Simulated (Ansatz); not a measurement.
## One arrangement of a pair

The pair of H2O (SMILES O, atoms 1–3) and HBr (SMILES Br, atoms 4–5), both closed shells, in one local arrangement (a lower one may exist), relaxed at PBE0-D4/def2-TZVP:

```
5
angstrom
O -0.3199 -0.1156 -0.8303
H -0.2446 0.7454 -1.2505
H 0.3218 -0.6800 -1.2698
Br 0.2745 0.0761 2.3811
H -0.0317 -0.0259 0.9695
```

Computed with Ansatz 0.2.0 (basis: def2-TZVPPD, with def2-QZVPPD for the basis limit); correlated methods freeze the cores. Filled d shells of the heavier atoms are correlated. The def2 sets are not built for correlating such inner shells, so the correlated values are less sure here. B3LYP uses VWN-RPA correlation. Extrapolation: Hartree–Fock as exp(−7.88 √X), correlation as X^−2.97. Interaction energies count from these two fragments, frozen as in the pair, with the counterpoise correction; negative means bound.

What is the interaction energy by CCSD(T) at an estimated basis limit (MP2 extrapolated from triple and quadruple zeta, plus CCSD(T) − MP2 in triple zeta)? (Judge from chemistry; the value comes from the calculation.)

Computed: -4.75 kcal/mol. Hartree–Fock alone gives -1.98 kcal/mol at the basis limit. It counts from the two fragments frozen as in the pair.

The same quantity by other methods in triple zeta, and each one's difference from that estimate:
```tsv
method	E_int (kcal/mol)	difference
PBE-D4	-5.87	-1.12
revPBE-D4	-4.82	-0.07
BLYP-D4	-4.83	-0.08
r2SCAN-D4	-5.68	-0.93
B97M-V	-4.97	-0.21
PBE0-D4	-5.63	-0.88
B3LYP-D4	-5.01	-0.26
HSE06-D4	-5.64	-0.88
wB97X-V	-4.75	0.00
wB97M-V	-4.69	0.06
B2PLYP	-4.32	0.43
HF	-2.02	2.73
MP2	-4.58	0.17
CCSD	-3.45	1.30
CCSD(T)	-3.87	0.88
```
Differences are method less estimate.

Which atoms make the shortest contact between the fragments?

O1 and H5, 1.82 Å apart.

Energy to bend the free fragments (PBE0-D4 minima) into their shapes in the pair, CCSD(T)/def2-TZVPPD: H2O 0.04 kcal/mol; HBr 0.29 kcal/mol. This must be added to the interaction energy to get the binding energy from relaxed fragments.

Basis-set superposition shift (counterpoise-corrected less uncorrected): CCSD(T) 0.85; MP2 0.85; HF 0.10; PBE0-D4 0.11; wB97M-V 0.10 kcal/mol.

The T1 diagnostic stays at or below 0.011.

For scale, one of the runs: CCSD(T)/def2-TZVPPD, 148 basis functions, launched by `ansatz run in.yaml --threads 2 --pin off --events-out ev --progress --plain --max-ram 5222MiB`. Hardware: 2 CPU threads of an AMD EPYC 9R14, shared host. Wall time 14 s; peak host memory 0.97 GiB.
